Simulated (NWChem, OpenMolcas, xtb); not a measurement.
## InSiH4F (SMILES [F][InH][SiH3]): the dipole moment, rung by rung

InSiH4F: 7 atoms, total charge 0, spin state singlet. As SMILES, `[F][InH][SiH3]`. The coordinates come from a PBE0-D4/def2-TZVP relaxation.

```
atom    x (Å)    y (Å)    z (Å)
   F  -0.1960  -2.3400   1.2988
  In  -0.7560  -1.1649  -0.1768
  Si   0.5280   1.0431  -0.0286
   H  -1.9378  -1.9659  -1.1253
   H   1.9860   0.7659  -0.1088
   H   0.2260   1.6960   1.2722
   H   0.1498   1.9658  -1.1314
```

Quantity: the dipole moment, in D. The values are calculated.

```json
{"level": "GFN0-xTB", "kind": "semi-empirical", "program": "xtb", "value (D)": "6.52", "CPU time": "under 2 s"}
{"level": "GFN1-xTB", "kind": "semi-empirical", "program": "xtb", "value (D)": "4.79", "CPU time": "under 2 s"}
{"level": "HF/def2-SVP (core potential)", "kind": "Hartree–Fock", "program": "OpenMolcas", "value (D)": "3.46", "CPU time": "11 s"}
{"level": "SVWN5/def2-SVP (core potential)", "kind": "LDA", "program": "OpenMolcas", "value (D)": "2.78", "CPU time": "29 s"}
{"level": "revPBE/def2-SVP (core potential)", "kind": "GGA", "program": "OpenMolcas", "value (D)": "2.70", "CPU time": "36 s"}
{"level": "TPSS/def2-SVP (core potential)", "kind": "meta-GGA", "program": "OpenMolcas", "value (D)": "2.72", "CPU time": "46 s"}
{"level": "PBE0/def2-SVP (core potential)", "kind": "global hybrid", "program": "OpenMolcas", "value (D)": "3.00", "CPU time": "31 s"}
{"level": "wB97X/def2-SVP (core potential)", "kind": "range-separated hybrid", "program": "NWChem", "value (D)": "3.00", "CPU time": "64 s"}
```

The values span 2.70 to 6.52 D. Magnitudes only. CPU times are rough (shared hosts, several kinds of processor): they show what a rung costs within a factor of a few.
